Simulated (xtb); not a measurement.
Ga(F)(vinyl)(OH) (C2H4FGaO), SMILES C=[CH][Ga]([OH])[F]. All values are semi-empirical tight-binding results from xtb (GFN2-xTB unless named), good for trends rather than for accurate numbers. Coordinates come from a GFN2-xTB optimisation. The structure was generated by enumeration; whether it is a known compound was not checked. Other conformers were not sampled.

Optimised geometry:

```xyz
9

Ga    -0.0353    -0.3167     0.0000
F     -1.1355    -1.7034     0.0000
C     -0.6970     1.5791     0.0000
C      0.1633     2.5791     0.0000
H     -1.7711     1.7212     0.0000
H     -0.1609     3.6112     0.0000
H      1.2301     2.4090     0.0000
O      1.6554    -0.7379     0.0000
H      1.9763    -1.6390     0.0000
```
Charge 0, spin multiplicity 1.

For metal compounds this method's bond lengths and energies can be far off.

```yaml
point_group_as_xtb_finds_it: Cs
orbital_gap: 4.39 eV
zero_point_energy: 33.2 kcal/mol
G − E(el) at 298.15 K (modified RRHO): 12.7 kcal/mol
```

Computed atomic charges and the Wiberg bond orders between heavy atoms:
charges (e) Ga1 0.21, F2 -0.28, C3 -0.03, C4 -0.06, H5 0.10, H6 0.08, H7 0.10, O8 -0.45, H9 0.34. Bond orders Ga1–F2 1.10, Ga1–C3 0.86, C3–C4 1.97, Ga1–O8 1.23.
